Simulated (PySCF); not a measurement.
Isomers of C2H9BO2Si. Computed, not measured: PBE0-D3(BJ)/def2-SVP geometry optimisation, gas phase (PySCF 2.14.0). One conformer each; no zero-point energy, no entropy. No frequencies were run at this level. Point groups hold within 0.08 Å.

Question: Rank from lowest to highest electronic energy at this level (kcal/mol).
A. `[BH2:1][SiH:2]([O:3][CH3:4])[O:5][CH3:6]` with H–B1–Si2–O3 155° and -28°, B1–Si2–O3–C4 -174°, B1–Si2–O5–C6 -78°
B. `[BH2:1][CH2:2][O:3][SiH2:4][O:5][CH3:6]` with H–B1–C2–O3 6° and -177°, B1–C2–O3–Si4 39°, C2–O3–Si4–O5 144°, O3–Si4–O5–C6 -55°

Answer: B (0.0), A (7.2).

```tsv
SMILES	E (Eh)	E rel (kcal/mol)	dipole (D)	point group	A, B, C (MHz)
BCO[SiH2]OC	-545.74264	0.0	1.86	C1	6909, 1474, 1322
B[SiH](OC)OC	-545.73110	7.2	1.32	C1	3512, 2210, 1459
```

Q: How do the relative energies change in single points at PBE0/pcSseg-1 (no added dispersion term) on the same geometries?

A: 
| SMILES | PBE0-D3(BJ)/def2-SVP (kcal/mol) | PBE0/pcSseg-1 (kcal/mol) | shift |
| --- | --- | --- | --- |
| BCO[SiH2]OC | 0.0 | 0.0 | 0.0 |
| B[SiH](OC)OC | 7.2 | 6.5 | -0.7 |

Each column counts from its own lowest isomer. The order is unchanged; the largest shift is 0.7 kcal/mol.
